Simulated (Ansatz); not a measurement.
System: sum formula Si2N3H9, charge 0, multiplicity 1. SMILES: N[SiH2][SiH](N)N
Structure (B3LYP-D3(BJ)/def2-TZVP (Ansatz, an electronic-structure program) minimum search):
```
Si
N 1 1.7245
H 2 1.0077 1 119.29
H 2 1.0087 3 111.21 1 -146.34
N 1 1.7286 2 106.73 3 147.55
H 5 1.0085 1 120.34 2 165.83
H 5 1.0099 6 111.18 1 -147.12
H 1 1.4917 2 103.53 3 24.17
Si 1 2.3495 8 111.49 2 124.57
N 9 1.7350 1 105.12 8 -175.69
H 10 1.0085 9 121.12 1 175.09
H 10 1.0089 11 110.86 9 -144.91
H 9 1.4862 10 108.00 11 55.11
H 9 1.4973 13 105.52 10 122.90
```

Atomisation energy built up term by term with Ansatz (kcal/mol; UHF references for open shells; valence terms freeze the core; atomic spin-orbit terms are left out). CBS marks a two-point X^-3 extrapolation of the correlation energy; Hartree-Fock from the larger set.

| term | basis | kcal/mol |
|---|---|---|
| Hartree-Fock | cc-pV(Q+d)Z | 776.55 |
| CCSD correlation | CBS(cc-pV(T+d)Z,cc-pV(Q+d)Z) | 325.42 |
| (T) | CBS(cc-pV(T+d)Z,cc-pV(Q+d)Z) | 17.33 |
| core correlation | cc-pwCVTZ | 2.11 |
| scalar relativity (X2C) | cc-pVTZ-DK against cc-pVTZ | -2.29 |
| sum: De |  | 1119.1 |

(T) makes 1.5 % of the CCSD(T) atomisation energy; under 5 % is typical of single-reference molecules.
